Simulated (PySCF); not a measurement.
Mayer bond orders and bond lengths

Species: C₆H₁₁FO₂.
SMILES with atom numbers: `[CH3:1][O:2][CH2:3][C:4]([CH3:5])([CH3:6])[C:7](=[O:8])[F:9]` (hydrogens: H10, H11, H12 on C1; H13, H14 on C3; H15, H16, H17 on C5; H18, H19, H20 on C6)

Cartesian coordinates in Å at the GFN2-xTB level; atoms count from 1:
```xyz
20
C6H11FO2 angstrom
C      2.8140    0.1289    0.2693
O      1.4428    0.3074    0.5090
C      0.6373   -0.2637   -0.4921
C     -0.8434   -0.0323   -0.1299
C     -1.1620   -0.7385    1.1962
C     -1.1385    1.4639   -0.0351
C     -1.7020   -0.6365   -1.2048
O     -2.5508   -0.1507   -1.8624
F     -1.4110   -1.9637   -1.3907
H      3.1154    0.5885   -0.6801
H      3.3378    0.6139    1.0901
H      3.0788   -0.9354    0.2438
H      0.8415   -1.3425   -0.5736
H      0.8587    0.2012   -1.4669
H     -1.0098   -1.8118    1.1089
H     -0.4958   -0.3509    1.9615
H     -2.1922   -0.5510    1.4896
H     -0.9832    1.9439   -0.9983
H     -0.4730    1.9118    0.6964
H     -2.1698    1.6280    0.2658
```

Bond orders from the PBE0/pcSseg-1 density (PySCF). Isolated species at its GFN2-xTB geometry (one conformer only).

Task: How far do the computed orders between heavy atoms stray from the drawn ones?

Result: The largest departure is 0.100, at C7–O8 (drawn double, 2.100).

Task: Give the Mayer order of every bond, beside its length.

Result: 
```json
{"bond": "C1–O2", "drawn as": "single", "length (Å)": "1.403", "Mayer order": "0.930"}
{"bond": "O2–C3", "drawn as": "single", "length (Å)": "1.406", "Mayer order": "0.927"}
{"bond": "C3–C4", "drawn as": "single", "length (Å)": "1.542", "Mayer order": "0.956"}
{"bond": "C4–C5", "drawn as": "single", "length (Å)": "1.536", "Mayer order": "0.990"}
{"bond": "C4–C6", "drawn as": "single", "length (Å)": "1.528", "Mayer order": "1.014"}
{"bond": "C4–C7", "drawn as": "single", "length (Å)": "1.503", "Mayer order": "0.928"}
{"bond": "C7–O8", "drawn as": "double", "length (Å)": "1.179", "Mayer order": "2.100"}
{"bond": "C7–F9", "drawn as": "single", "length (Å)": "1.371", "Mayer order": "0.940"}
{"bond": "C1–H10", "drawn as": "single", "length (Å)": "1.097", "Mayer order": "0.959"}
{"bond": "C1–H11", "drawn as": "single", "length (Å)": "1.088", "Mayer order": "0.973"}
{"bond": "C1–H12", "drawn as": "single", "length (Å)": "1.097", "Mayer order": "0.959"}
{"bond": "C3–H13", "drawn as": "single", "length (Å)": "1.101", "Mayer order": "0.931"}
{"bond": "C3–H14", "drawn as": "single", "length (Å)": "1.103", "Mayer order": "0.938"}
{"bond": "C5–H15", "drawn as": "single", "length (Å)": "1.088", "Mayer order": "0.956"}
{"bond": "C5–H16", "drawn as": "single", "length (Å)": "1.086", "Mayer order": "0.954"}
{"bond": "C5–H17", "drawn as": "single", "length (Å)": "1.087", "Mayer order": "0.961"}
{"bond": "C6–H18", "drawn as": "single", "length (Å)": "1.087", "Mayer order": "0.959"}
{"bond": "C6–H19", "drawn as": "single", "length (Å)": "1.086", "Mayer order": "0.952"}
{"bond": "C6–H20", "drawn as": "single", "length (Å)": "1.087", "Mayer order": "0.957"}
```

By pair of heavy elements: C–O: lowest O2–C3 and C1–O2 (0.927, 1.406 Å), highest C7–O8 (2.100, 1.179 Å). C–C: lowest C4–C7 (0.928, 1.503 Å), highest C4–C6 (1.014, 1.528 Å); in 3 of the 6 pairs the longer bond (by over 0.003 Å) has the higher order (by 0.02 or more). Bonds named together lie within 0.004.

Task: Sum the orders of all bonds at each heavy atom with more than one neighbour and set the sums beside the valence in the SMILES.

Result: C1 3.821 (drawn 4), O2 1.857 (drawn 2), C3 3.752 (drawn 4), C4 3.888 (drawn 4), C5 3.861 (drawn 4), C6 3.882 (drawn 4), C7 3.968 (drawn 4). Orders between atoms that aren't bonded are not in these sums.

The Mayer order sums products of elements of PS (density times overlap matrix) between the two atoms' basis functions, so it depends on the basis set.
